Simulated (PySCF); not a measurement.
CH7FOSi3, SMILES F[Si]1([SiH2]C[SiH2]1)O.

The structure is a stationary point at ωB97X-D3(BJ)/def2-SVP. A frequency run showed that this geometry is not a minimum. This is a generated structure with no PubChem entry under its InChIKey; it may be hypothetical. Other conformers were not sampled.

These are SMD-ωB97X/6-31G* in PySCF values and carry that method's errors.

Solvation free energies are E(SMD) − E(gas) at the gas-phase geometry, for 1 M in both phases. In vacuum the dipole moment is 0.35 D.

| solvent | ΔG(solv) (kcal/mol) | its non-electrostatic (CDS) part | dipole (D) |
|---|---|---|---|
| water | -2.4 | 4.3 | 0.54 |
| dichloromethane | -4.6 | -0.6 | 0.42 |
| dimethylsulfoxide | ___ | ___ | ___ |

Question: Some entries are withheld; supply them. (Estimate from the structure and the level; the computed values follow.)

Answer: 
- dimethylsulfoxide, ΔG(solv) (kcal/mol): -3.2
- dimethylsulfoxide, its non-electrostatic (CDS) part: 0.6
- dimethylsulfoxide, dipole (D): 0.41
